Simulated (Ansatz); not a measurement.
`CN(C)c1ccc(-c2ccc(-c3ccc(-c4ccc(-c5ccc(-c6ccc(C#N)s6)s5)s4)s3)s2)s1` with charge -1. Total charge -1; doublet. Geometry PBE-D4/def2-SVP, that of the neutral singlet; atoms count from 1.

Cartesian coordinates in Å:
```
C -6.5194 4.7406 7.5086
N -7.0286 4.4234 6.1900
C -8.2021 5.1185 5.6999
C -6.2027 3.8294 5.2673
C -6.4028 3.6613 3.8923
C -5.3465 2.9493 3.2710
C -4.3158 2.5779 4.1302
C -3.0955 1.8703 3.8590
C -2.1227 1.4014 4.7495
C -1.0422 0.7476 4.1175
C -1.1557 0.6943 2.7252
C -0.2472 0.1098 1.7760
C 0.9496 -0.5745 2.0239
C 1.6024 -1.0105 0.8519
C 0.9276 -0.6760 -0.3269
C 1.2856 -0.9464 -1.6911
C 0.5988 -0.6253 -2.8682
C 1.2577 -1.0479 -4.0418
C 2.4685 -1.7049 -3.7982
C 3.3896 -2.2593 -4.7540
C 3.2923 -2.2675 -6.1512
C 4.3826 -2.8982 -6.7864
C 5.3432 -3.3898 -5.8979
C 6.5753 -4.0815 -6.1739
C 7.5465 -4.5384 -5.2742
C 8.6375 -5.1796 -5.8992
C 8.5189 -5.2246 -7.2899
C 9.4146 -5.7830 -8.2292
N 10.1591 -6.2479 -9.0140
S 7.0317 -4.4608 -7.8192
S 4.8647 -3.0545 -4.2442
S 2.7760 -1.7885 -2.0731
S -0.5460 0.2003 0.0510
S -2.6375 1.4845 2.2098
S -4.6665 3.1341 5.7681
H -7.3625 4.9960 8.1782
H -6.0025 3.8571 7.9407
H -5.7965 5.5921 7.5075
H -8.8441 5.3999 6.5556
H -7.9513 6.0430 5.1262
H -8.7931 4.4554 5.0350
H -7.2810 4.0379 3.3549
H -5.3297 2.7056 2.1991
H -2.2097 1.5287 5.8376
H -0.1895 0.3165 4.6589
H 1.3318 -0.7507 3.0378
H 2.5516 -1.5647 0.8501
H -0.3632 -0.0941 -2.8621
H 0.8663 -0.8824 -5.0543
H 2.4460 -1.8215 -6.6896
H 4.4803 -2.9971 -7.8768
H 7.4564 -4.4009 -4.1879
H 9.4999 -5.6046 -5.3696
```

Single mean-field runs in def2-SVP are fitted with def2-universal-jkfit.

**Question.** Estimate the Mulliken populations of the heavy atoms from the PBE0/def2-SVP orbitals of Ansatz.

**Answer.** 
```
atom  charge (e)  spin (α − β)
  C1        0.05          0.00
  N2       -0.38          0.01
  C3        0.06          0.00
  C4        0.04          0.04
  C5       -0.07         -0.02
  C6       -0.03          0.07
  C7       -0.08         -0.05
  C8       -0.09          0.10
  C9       -0.04         -0.06
 C10       -0.03          0.09
 C11       -0.08         -0.05
 C12       -0.10          0.11
 C13       -0.02         -0.06
 C14       -0.05          0.08
 C15       -0.07         -0.01
 C16       -0.09          0.10
 C17       -0.04         -0.02
 C18       -0.03          0.04
 C19       -0.09          0.03
 C20       -0.08          0.06
 C21       -0.03          0.01
 C22       -0.04          0.01
 C23       -0.09          0.08
 C24       -0.07          0.02
 C25       -0.07          0.07
 C26        0.07         -0.04
 C27       -0.29          0.12
 C28       -0.08         -0.03
 N29       -0.07          0.07
 S30        0.12          0.06
 S31        0.08          0.06
 S32        0.07          0.06
 S33        0.08          0.05
 S34        0.09          0.02
 S35        0.04          0.01
```
Mulliken values depend strongly on the basis.

**Question.** Where does the spin sit?

**Answer.** Summed by element: C 0.68, N 0.08, S 0.26, H -0.01, of 1 unpaired in all. Largest on single atoms: C27 0.12, C12 0.11, C8 0.10.

**Question.** And the Mayer bond orders between heavy atoms (over 0.3)?

**Answer.** C1–N2 0.99 (1.45 Å); N2–C3 1.00 (1.45 Å); N2–C4 1.12 (1.37 Å); C4–C5 1.47 (1.40 Å); C4–S35 1.11 (1.76 Å); C5–C6 1.24 (1.42 Å); C6–C7 1.51 (1.39 Å); C7–C8 1.21 (1.44 Å); C7–S35 1.06 (1.77 Å); C8–C9 1.45 (1.40 Å); C8–S34 1.09 (1.75 Å); C9–C10 1.31 (1.41 Å); C10–C11 1.46 (1.40 Å); C11–C12 1.21 (1.44 Å); C11–S34 1.09 (1.76 Å); C12–C13 1.44 (1.40 Å); C12–S33 1.08 (1.75 Å); C13–C14 1.34 (1.41 Å); C14–C15 1.40 (1.40 Å); C15–C16 1.27 (1.44 Å); C15–S33 1.09 (1.76 Å); C16–C17 1.39 (1.40 Å); C16–S32 1.08 (1.75 Å); C17–C18 1.36 (1.41 Å); C18–C19 1.41 (1.40 Å); C19–C20 1.25 (1.44 Å); C19–S32 1.08 (1.75 Å); C20–C21 1.40 (1.40 Å); C20–S31 1.08 (1.75 Å); C21–C22 1.37 (1.41 Å); C22–C23 1.39 (1.40 Å); C23–C24 1.26 (1.44 Å); C23–S31 1.07 (1.75 Å); C24–C25 1.39 (1.40 Å); C24–S30 1.10 (1.75 Å); C25–C26 1.35 (1.41 Å); C26–C27 1.41 (1.40 Å); C27–C28 1.23 (1.41 Å); C27–S30 1.06 (1.75 Å); C28–N29 2.90 (1.18 Å).
